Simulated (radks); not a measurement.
Values are calculated unless marked as measured or tabulated.
Problem. Spherical quantum dot in the effective-mass picture: electrons in a hard-walled sphere of unknown radius, with a point charge +2 (a donor) at the centre, all in effective atomic units (hartree* = m*/eps^2 hartree, bohr* = eps/m* bohr), one dielectric constant everywhere. Level of theory: non-relativistic Kohn-Sham, exchange-only LDA, spin-polarised, spherical densities (a radial shooting solver with Libxc functionals). Levels are named by radial order and angular momentum (1s, 1p, 1d, 2s, ...), and open shells are averaged over m. Each electron was tried in the lowest free levels, single moves between levels near the top were tried too, and the lowest total energy was kept; such a search can miss a lower state. The values of mu = E(N) - E(N-1) (hartree*) for N = 2 to 12 are 0.44844, 5.7752, 6.8111, 7.8865, 9.3654, 10.372, 11.420, 16.399, 17.391, 18.392, 19.399. Estimate radius.

Solution. radius = 1.27 (effective atomic units). The central charge lowers the s levels, so the charging steps and shell gaps carry the answer. The first electron has mu near pi^2/(2 R^2) without a central charge, and the charging energy goes as 1/R.
